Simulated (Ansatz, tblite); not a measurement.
Cost and result up the ladder for [10]phenacene, `c1ccc2c(c1)ccc1c2ccc2c1ccc1c2ccc2c3ccc4c5ccc6ccccc6c5ccc4c3ccc12` (66 atoms). Total charge 0; singlet. Geometry: r2SCAN-D4/def2-SVP.

Cartesian coordinates in Å:
```
C 9.999 4.735 1.354
C 9.977 3.518 0.643
C 8.782 2.854 0.422
C 7.551 3.370 0.901
C 7.582 4.605 1.622
C 8.817 5.266 1.835
C 6.359 5.149 2.116
C 5.164 4.515 1.914
C 5.080 3.278 1.199
C 6.278 2.704 0.691
C 6.186 1.474 -0.018
C 4.985 0.841 -0.219
C 3.762 1.379 0.272
C 3.813 2.610 0.987
C 2.587 3.146 1.477
C 1.386 2.514 1.277
C 1.293 1.283 0.567
C 2.494 0.712 0.061
C 2.400 -0.520 -0.648
C 1.199 -1.153 -0.848
C -0.025 -0.615 -0.358
C -1.293 -1.282 -0.569
C -1.386 -2.514 -1.277
C -2.587 -3.147 -1.477
C -3.813 -2.610 -0.988
C -5.080 -3.278 -1.200
C -5.164 -4.516 -1.913
C -6.359 -5.150 -2.115
C -7.582 -4.606 -1.621
C -8.816 -5.267 -1.832
C -9.999 -4.736 -1.351
C -9.977 -3.519 -0.641
C -8.782 -2.854 -0.422
C -7.551 -3.370 -0.900
C -6.279 -2.703 -0.692
C -6.186 -1.473 0.016
C -4.985 -0.839 0.216
C -3.763 -1.378 -0.273
C -2.494 -0.711 -0.063
C -2.401 0.521 0.647
C -1.199 1.153 0.846
C 0.025 0.615 0.357
H 10.947 5.254 1.524
H 10.910 3.094 0.260
H 8.802 1.914 -0.132
H 8.815 6.210 2.389
H 6.393 6.095 2.667
H 4.258 4.973 2.312
H 7.089 1.011 -0.419
H 4.984 -0.099 -0.771
H 2.586 4.087 2.029
H 0.486 2.981 1.679
H 3.300 -0.987 -1.050
H 1.199 -2.093 -1.400
H -0.486 -2.981 -1.678
H -2.586 -4.088 -2.028
H -4.258 -4.974 -2.312
H -6.394 -6.096 -2.664
H -8.815 -6.211 -2.386
H -10.947 -5.255 -1.520
H -10.910 -3.094 -0.258
H -8.802 -1.914 0.132
H -7.089 -1.009 0.416
H -4.985 0.102 0.767
H -3.300 0.988 1.048
H -1.199 2.094 1.398
```

Ansatz on 2 threads of AMD EPYC 7R13 on a shared host and a share (18 GiB) of an NVIDIA H100 80GB HBM3; xTB runs through tblite on one thread. Times are rough, summed over both states, and most runs start from the orbitals of an earlier one. PBE0-D4/def2-SVP serves as the yardstick here, not as an exact answer. The other state is a triplet.

The xTB rows come from tblite. Single mean-field runs in def2-SVP are fitted with def2-universal-jkfit.

xTB has no spin-polarisation term.

```
                         level  functions  wall time
                      GFN2-xTB        192     0.38 s
                      GFN1-xTB        216     0.42 s
 PBE-D4/def2-SVP (with forces)        708       25 s
PBE0-D4/def2-SVP (with forces)        708       39 s
```

Q: Estimate what each level gives for the vertical triplet (eV).

A: 
```
                         level  vertical triplet (eV)  difference from PBE0-D4/def2-SVP (eV)
                      GFN2-xTB                   2.27                                  -0.63
                      GFN1-xTB                   2.24                                  -0.66
 PBE-D4/def2-SVP (with forces)                   2.53                                  -0.37
PBE0-D4/def2-SVP (with forces)                   2.90                                   0.00
```
